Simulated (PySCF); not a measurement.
Compound: CH6O3Si.
Cartesian coordinates in Å at the PBE0-D3(BJ)/def2-SVP level; atoms count from 1:
```xyz
11
CH6O3Si angstrom
C      1.772   -0.007    0.126
O      0.597    0.734   -0.061
Si    -0.867    0.143   -0.529
O     -1.028   -1.292    0.287
O     -2.015    1.260   -0.149
H      1.565   -1.016    0.521
H      2.416    0.522    0.847
H      2.335   -0.110   -0.818
H     -0.999   -0.065   -1.991
H     -1.784   -1.840    0.060
H     -1.954    1.646    0.730
```

The calculation used PySCF, PBE0-D3(BJ)/def2-SVP geometry optimisation, gas phase.

Masses are those of the commonest isotopes; rigid-rotor values at the optimised geometry. The values belong to one conformer with, in the numbering `[CH3:1][O:2][SiH:3]([OH:4])[OH:5]`, C1–O2–Si3–O4 40°, O2–Si3–O4–H -173°, O2–Si3–O5–H -46°.

Q: What are A, B and C (MHz)?

A: Ia = 78.58, Ib = 165.22, Ic = 219.30 u·Å²; 505379 MHz·u·Å²/I gives A = 6432, B = 3059, C = 2304 MHz.

Q: Classify the top.

A: An asymmetric top. Ray's parameter κ = (2B − A − C)/(A − C) = -0.634; −1 is the prolate and +1 the oblate limit.

Q: What does the inertial defect say?

A: Not planar: Δ = Ic − Ia − Ib = -24.49 u·Å². For a rigid frame Δ = −2 Σ m c², so Σ m c² = 12.25 u·Å² lies off the ab plane: 6.37 from hydrogen and 5.87 from heavier atoms. The atom farthest from that plane is 1.83 Å away.

Q: List the rotational levels J(Ka,Kc) to J = 5 (MHz).

A: Above 0(0,0):
J = 1: 1(0,1) 5363, 1(1,1) 8736, 1(1,0) 9491
J = 2: 2(0,2) 15977, 2(1,2) 18708, 2(1,1) 20972, 2(2,1) 31090, 2(2,0) 31203
J = 3: 3(0,3) 31631, 3(1,3) 33601, 3(1,2) 38116, 3(2,2) 47180, 3(2,1) 47729, 3(3,1) 65996, 3(3,0) 66007
J = 4: 4(0,4) 52080, 4(1,4) 53348, 4(1,3) 60818, 4(2,3) 68545, 4(2,2) 70097, 4(3,2) 87647, 4(3,1) 87721, 4(4,1) 113722, 4(4,0) 113723
J = 5: 5(0,5) 77142, 5(1,5) 77883, 5(1,4) 88910, 5(2,4) 95111, 5(2,3) 98411, 5(3,3) 114753, 5(3,2) 115041, 5(4,2) 140789, 5(4,1) 140797, 5(5,1) 174308, 5(5,0) 174308
The levels of one J sum to (2J + 1)J(J + 1)(A + B + C)/3.

Q: Predict some low-J microwave lines.

A: The dipole components are |μa| = 0.16 D, |μb| = 1.29 D, |μc| = 0.48 D. The squared components, which scale the intensities, stand as 0.02 : 1.00 : 0.14 (a : b : c). Some lines, for components of 0.1 D or more:

| type | branch | J(Ka,Kc) | MHz | lower level (cm⁻¹) |
| --- | --- | --- | --- | --- |
| a | Q | 2(1,1) ← 2(1,2) | 2263 | 0.624 |
| c | Q | 1(1,1) ← 1(0,1) | 3373 | 0.179 |
| b | R | 2(0,2) ← 1(1,1) | 7241 | 0.291 |
| b | R | 1(1,1) ← 0(0,0) | 8736 | 0.000 |
| a | R | 2(1,2) ← 1(1,1) | 9972 | 0.291 |
| c | Q | 2(2,1) ← 2(1,1) | 10119 | 0.700 |
| b | Q | 2(2,0) ← 2(1,1) | 10231 | 0.700 |
| a | R | 2(0,2) ← 1(0,1) | 10614 | 0.179 |
| a | R | 2(1,1) ← 1(1,0) | 11481 | 0.317 |
| a | R | 3(1,3) ← 2(1,2) | 14892 | 0.624 |
| a | R | 3(0,3) ← 2(0,2) | 15654 | 0.533 |
| a | R | 3(2,1) ← 2(2,0) | 16526 | 1.041 |
| a | R | 3(1,2) ← 2(1,1) | 17145 | 0.700 |
| b | R | 3(1,3) ← 2(0,2) | 17624 | 0.533 |
| b | R | 2(2,1) ← 1(1,0) | 21600 | 0.317 |
| b | R | 3(2,2) ← 2(1,1) | 26209 | 0.700 |
| c | R | 3(3,1) ← 2(2,1) | 34906 | 1.037 |
| b | R | 3(3,0) ← 2(2,1) | 34917 | 1.037 |

Q: Estimate the classical rotational partition function at 50 K, 100 K and 298.15 K.

A: Point group C1, symmetry number σ = 1; q = (√π/σ)·√((kT/h)³/(ABC)), k/h = 20836.6 MHz/K: 8850 at 50 K, 25000 at 100 K, 129000 at 298.15 K.

Whether it is a minimum is left open (no frequencies). Constants of a rigid frame at the computed geometry: no zero-point averaging, no centrifugal distortion. A rigid rotor knows nothing of internal rotation, which can split or shift real lines.

On one thread, Arm Neoverse V1 (aarch64) (shared host), this took 96 s and 0.43 GiB of memory at its peak. That covers the optimisation of the geometry.
